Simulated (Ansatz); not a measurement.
Basis-set extrapolation for AlH$_{5}$N$_{2}$OSi (PBE0-D4/def2-TZVP geometry, frozen core, Ansatz 0.2.0). Multiplicity 1, RHF reference.

|  | def2-TZVPP | def2-QZVPP |
| --- | --- | --- |
| HF | -717.816349 | -717.842697 |
| MP2 correlation | -0.847356 | -0.912386 |
| CCSD(T) correlation | -0.907582 | not run |

Energies in hartree. Use E(X) = E(∞) + A·exp(−7.88·√X) for Hartree–Fock and E(X) = E(∞) + B·X^(−2.97) for correlation, with X = 3 and 4, and add CCSD(T) minus MP2 of the smaller set to the MP2 limit.

Q: What is the CCSD(T) energy at the basis-set limit?

A: HF limit: -717.842697 + (-0.026348) × 0.13774 = -717.84633. MP2 limit: -0.912386 + (-0.065030) × 0.74074 = -0.96056. Higher-order term: -0.907582 − (-0.847356) = -0.06023. Total: -718.86712 hartree, 89.9 kcal/mol below CCSD(T)/def2-TZVPP.
